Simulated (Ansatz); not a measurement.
SiHF₃. Total charge 0; singlet. Geometry relaxed at PBE0-D4/def2-TZVP.

```
atom    x (Å)    y (Å)    z (Å)
 Si1  -0.0109   0.0272  -0.0283
  H2  -0.3995   1.0028  -1.0450
  F3  -1.2412  -0.3536   0.8744
  F4   1.1182   0.6106   0.8983
  F5   0.5335  -1.2870  -0.6993
```

(1) Estimate the harmonic wavenumbers at RKS PBE0-D4/def2-TZVP (Ansatz, unscaled). Is this a minimum?

Results:

(1) 299, 299, 416, 835, 835, 855, 1002, 1002, 2360 cm⁻¹. Yes, no mode is imaginary beyond noise. Zero-point energy 47.3 kJ/mol. Run time 22 s (4 threads of Arm Neoverse V1 on a shared host).
